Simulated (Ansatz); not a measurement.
Reactions of CH$_{2}$FNS (`N=C(F)S`).

Program: Ansatz. Geometries: PBE0-D4/def2-TZVP. ΔE: electronic, gas phase. CCSD(T)/CBS is the MP2 limit (def2-TZVPP, def2-QZVPP) plus CCSD(T) − MP2 in def2-TZVPP, frozen cores. This one scheme is used for every species, atoms too. DFT in def2-TZVPP. No spin–orbit coupling; open shells (•) take unrestricted orbitals. Spin–orbit coupling would lower the free atoms: a little for C, F, S. Elements past krypton have def2 core potentials. Bonds to I are less sure, by a few kJ/mol each and by 10 to 20 or more in all where they break to atoms, as the def2 sets lack core-valence functions. Each species was taken in one conformer, which may not be the lowest.

```tsv
reaction	revPBE-D4 (kJ/mol)	CCSD(T)/CBS(def2) (kJ/mol)
`N=C(F)S` + `BN` → `BNC(=N)F` + H₂S	-8	-17
`N=C(F)S` + HI → `N=C(S)I` + H–F	-9	-15
`N=C(F)S` → C• + F• + 2 H• + N• + S•	2214	2164
`N=C(F)S` + H₂S → `N=C(S)S` + H–F	-16	-20
`N=C(F)S` + H–F → `N=C(F)F` + H₂S	17	16
```

Largest T1 diagnostic: 0.014, for `BNC(=N)F`.
